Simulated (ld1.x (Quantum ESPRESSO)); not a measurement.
Cutoff test, N, TM

ld1.x (Quantum ESPRESSO) 7.5 input, shortened:

```
&input
   title='N', zed=7., rel=1, dft='PBE', iswitch=3,
   config='[He] 2s2 2p3 3d-2'
 /
 &inputp
   pseudotype=2, tm=.true., lloc=-1, rcloc=0.90,
   nlcc=.true., new_core_ps=.true., rcore=0.50
 /
3
2S  1  0   2.00   0.00  1.00  1.00  0.0
2P  2  1   3.00   0.00  2.45  2.45  0.0
3D  3  2  -2.00   0.45  1.95  1.95  0.0
 &test
   configts(1)='2s2 2p3'
 /
```

The pseudo-atom Hamiltonian at the reference potential is diagonalised in spherical Bessel functions j_l(qr) that vanish at 20 bohr, with q² up to the cutoff. All-electron valence levels (Ry): 2s -1.3658, 2p -0.5211.

Problem. How do the lowest levels (Ry) of each channel move with the cutoff, and are there ghosts?

Solution.

```tsv
cutoff (Ry)	s #1	p #1	p #2	d #1	d #2	f #1	Σ f·Δε (mRy)
8	-1.2544	-0.2086	0.0432	0.0768	0.1803	0.1195	1160.5
12	-1.2572	-0.3796	0.0386	0.0768	0.1802	0.1195	641.7
18	-1.2826	-0.4982	0.0365	0.0768	0.1802	0.1195	235.3
30	-1.3310	-0.5209	0.0362	0.0768	0.1802	0.1195	70.3
40	-1.3551	-0.5210	0.0362	0.0768	0.1802	0.1195	22.0
50	-1.3620	-0.5211	0.0362	0.0768	0.1802	0.1195	7.8
60	-1.3632	-0.5211	0.0362	0.0768	0.1802	0.1195	5.3
80	-1.3634	-0.5211	0.0362	0.0768	0.1802	0.1195	4.9
110	-1.3649	-0.5211	0.0362	0.0768	0.1802	0.1195	1.9
140	-1.3657	-0.5211	0.0362	0.0768	0.1802	0.1195	0.3
180	-1.3658	-0.5211	0.0362	0.0768	0.1802	0.1195	0.2
400	-1.3658	-0.5211	0.0362	0.0768	0.1802	0.1195	0.0
```

Result: no extra level below or beside the all-electron valence levels (s, p, d, f tested); 10 mRy is reached at 50 Ry and 1 mRy at 140 Ry.

Its largest configuration-test error is +5229 meV.
